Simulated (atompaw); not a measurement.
# What one change does to a pseudopotential (Zr (Z = 40), PAW (atompaw))

atompaw 4.2.0.5 input, output lines left out:

```
Zr 40
GGA-PBE scalarrelativistic loggrid 1500 logderivrange -6 5 276
5 5 4 0 0 0
5 0 1.5
5 1 0
4 2 2
0 0 0
c
c
c
v
v
c
c
v
v
c
v
2
2.90 2.85 2.55 2.70
n
n
y
-0.05
n
custom polynom vanderbiltortho besselshape
3 0 ultrasoft
2.25
2.90
2.30
2.90
2.90
2.90
```

Change: augmentation besselshape compensation charge, radius 2.85 bohr; PAW radius 2.90 bohr; waves and projectors: custom rrkj gramschmidtortho.

Cutoffs: the cutoffs (Ry, on a coarse ladder) from which the occupation-weighted sum of valence levels, in a spherical-Bessel basis at the reference potential, stays within 10 and 1 mRy of its value at 400 Ry; they do not see the model core or the augmentation charge, which bear on the density cutoff.

Question: What does the change do?

Answer: The potential gets softer (18 Ry and 30 Ry → 15 Ry and 25 Ry); both files keep a bound ghost (s); the range in which the d phases agree widens (upper end 1.8 → at the end of the scan).

| quantity | base | changed |
| --- | --- | --- |
| cutoff, loose | 18 Ry | 15 Ry |
| cutoff, tight | 30 Ry | 25 Ry |
| bound ghosts | s | s |
| s: phases at 2.91 bohr within 0.05 rad from the reference energy up to (Ry; the scan ends near 5) | -0.4 | -0.4 |
| p: phases at 2.91 bohr within 0.05 rad from the reference energy up to (Ry; the scan ends near 5) | 3.8 | 3.8 |
| d: phases at 2.91 bohr within 0.05 rad from the reference energy up to (Ry; the scan ends near 5) | 1.8 | to the end of the scan |
| lowest overlap eigenvalue by channel | s 0.56, p 0.65, d 0.93 | s 0.42, p 0.59, d 1.00 |

 A true bound ghost makes a file unfit for plane-wave use even where its test errors are small: the radial tests pick states by their node count and pass the ghost by. The cutoffs see the waves, projectors and local potential, not the compensation charge or the core.
